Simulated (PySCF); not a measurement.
# Basis-set dependence of SbH at PBE0

PySCF, UKS reference; triplet, unpaired electrons π ↑↑; De to Sb + H without counterpoise correction.

```csv
basis,relativity,functions,Re (Å),ωe (cm⁻¹),De (eV),μ (D)
def2-SVP,scalar-relativistic core potentials,31,1.725,1931,2.53,-0.12
def2-SVPD,scalar-relativistic core potentials,40,1.724,1930,2.54,-0.21
aug-cc-pVDZ-PP/aug-cc-pVDZ,scalar-relativistic core potentials,41,1.724,1924,2.53,-0.22
cc-pVTZ-PP/cc-pVTZ,scalar-relativistic core potentials,53,1.720,1934,2.57,-0.19
def2-TZVP,scalar-relativistic core potentials,56,1.716,1939,2.58,-0.21
x2c-TZVPPall,spin-free X2C,74,1.716,1939,2.60,-0.20
```

Problem. How does each smaller set differ from the one with most functions, x2c-TZVPPall?

Solution. def2-SVP: +0.9 pm, -0.4 % in ωe, -0.07 eV in De; def2-SVPD: +0.8 pm, -0.5 % in ωe, -0.06 eV in De; aug-cc-pVDZ-PP/aug-cc-pVDZ: +0.8 pm, -0.8 % in ωe, -0.07 eV in De; cc-pVTZ-PP/cc-pVTZ: +0.4 pm, -0.3 % in ωe, -0.03 eV in De; def2-TZVP: +0.0 pm, +0.0 % in ωe, -0.02 eV in De. All at PBE0; the set with most functions is neither the basis-set limit nor always the best. The rows treat relativity differently, so the differences are not basis effects alone.

A positive dipole means Sb(−)H(+). These are scalar-relativistic numbers at best; spin–orbit coupling would shift them, the dissociation energy most. The state is the lowest determinant that a PBE0 search found; another state may lie lower at other levels.
